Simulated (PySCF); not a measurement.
GaF₂, SMILES [F][Ga+][F], charge +1. Heavy atoms are numbered as in [Ga+:1]([F:2])[F:3].

The structure is a stationary point at PBE0-D3(BJ)/def2-TZVP. The multiplicity is an assumed one; other spin states were not compared. The isomer is the one that the SMILES or the coordinates give; other isomers of the formula were not compared.

All values below come from PySCF with HF/pcSseg-2.

GIAO shieldings, no solvent; atoms alike by connectivity are averaged. δ = σ(ref) − σ: ¹⁹F against CFCl3 (σ = 237.3 ppm), references at their B3LYP-D3(BJ)/def2-TZVP geometries, non-relativistic.

```csv
nucleus,atoms,count,δ (ppm)
¹⁹F,F2,2,-177.7
```
